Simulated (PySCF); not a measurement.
**Steps of a relaxation of [La(NH2)4]−**

[La(NH2)4]− (singlet; a saddle point, relaxed within its symmetry). PySCF 2.14.0, RKS BP86, La lcecp-1-SVP with ECP46, N def2-SVP, H def2-SVP; non-relativistic Hamiltonian with scalar-relativistic core potentials where named; density fitting; no spin-orbit coupling. Origin of the start: template. Columns: position (Å) and force (eV/Å). Energies are counted from the last step; some of the 13 steps are shown. Forces carry noise of the integration grid, about 0.01 to 0.03 eV/Å.

Run from Python with OMP_NUM_THREADS=2. Where DIIS fails, smearing, a level shift and second-order steps follow.
It took 2.1 min on 2 threads of Arm Neoverse V1 (shared host), from the converged density of the start.

```xyz
13
step 0  E = 0.222 eV
La    0.0000    0.0000    0.0000     0.00    0.00    0.00
N     1.3614    1.3614    1.3614    -0.50   -0.20   -0.20
H     1.7020    1.1151    2.2889     0.37    0.12    0.49
H     1.7020    2.2889    1.1151     0.37    0.49    0.12
N    -1.3614   -1.3614    1.3614     0.50    0.20   -0.20
H    -1.7020   -1.1151    2.2889    -0.37   -0.12    0.49
H    -1.7020   -2.2889    1.1151    -0.37   -0.49    0.12
N     1.3614   -1.3614   -1.3614    -0.50    0.20    0.20
H     1.7020   -2.2889   -1.1151     0.37   -0.49   -0.12
H     1.7020   -1.1151   -2.2889     0.37   -0.12   -0.49
N    -1.3614    1.3614   -1.3614     0.50   -0.20    0.20
H    -1.7020    2.2889   -1.1151    -0.37    0.49   -0.12
H    -1.7020    1.1151   -2.2889    -0.37    0.12   -0.49
```

```xyz
13
step 4  E = 0.018 eV
La    0.0000    0.0000    0.0000     0.00    0.00    0.00
N     1.3023    1.4288    1.4288    -0.02    0.03    0.03
H     1.7741    1.1567    2.3072    -0.01   -0.02    0.02
H     1.7741    2.3072    1.1567    -0.01    0.02   -0.02
N    -1.3023   -1.4288    1.4288     0.02   -0.03    0.03
H    -1.7741   -1.1567    2.3072     0.01    0.02    0.02
H    -1.7741   -2.3072    1.1567     0.01   -0.02   -0.02
N     1.3023   -1.4288   -1.4288    -0.02   -0.03   -0.03
H     1.7741   -2.3072   -1.1567    -0.01   -0.02    0.02
H     1.7741   -1.1567   -2.3072    -0.01    0.02   -0.02
N    -1.3023    1.4288   -1.4288     0.02    0.03   -0.03
H    -1.7741    2.3072   -1.1567     0.01    0.02    0.02
H    -1.7741    1.1567   -2.3072     0.01   -0.02   -0.02
```

```xyz
13
step 8  E = 0.004 eV
La    0.0000    0.0000    0.0000     0.00    0.00    0.00
N     1.2150    1.4727    1.4727    -0.04   -0.07   -0.07
H     1.6702    1.2061    2.3612     0.01    0.02    0.02
H     1.6702    2.3612    1.2061     0.01    0.02    0.02
N    -1.2150   -1.4727    1.4727     0.04    0.07   -0.07
H    -1.6702   -1.2061    2.3612    -0.01   -0.02    0.02
H    -1.6702   -2.3612    1.2061    -0.01   -0.02    0.02
N     1.2150   -1.4727   -1.4727    -0.04    0.07    0.07
H     1.6702   -2.3612   -1.2061     0.01   -0.02   -0.02
H     1.6702   -1.2061   -2.3612     0.01   -0.02   -0.02
N    -1.2150    1.4727   -1.4727     0.04   -0.07    0.07
H    -1.6702    2.3612   -1.2061    -0.01    0.02   -0.02
H    -1.6702    1.2061   -2.3612    -0.01    0.02   -0.02
```

Problem. Where does the relaxation end?

Solution. It converges at step 12 in D2d:
```xyz
13
step 12  E = 0
La    0.0000    0.0000    0.0000
N     1.1932    1.4777    1.4777
H     1.6182    1.2359    2.3885
H     1.6182    2.3885    1.2359
N    -1.1932   -1.4777    1.4777
H    -1.6182   -1.2359    2.3885
H    -1.6182   -2.3885    1.2359
N     1.1932   -1.4777   -1.4777
H     1.6182   -2.3885   -1.2359
H     1.6182   -1.2359   -2.3885
N    -1.1932    1.4777   -1.4777
H    -1.6182    2.3885   -1.2359
H    -1.6182    1.2359   -2.3885
```

Problem. How did the contacts change?

Solution. 
```tsv
contact	start (Å)	end (Å)
La1–N2 (NH2)	2.358	2.406
La1–N5 (NH2)	2.358	2.406
La1–N8 (NH2)	2.358	2.406
La1–N11 (NH2)	2.358	2.406
```
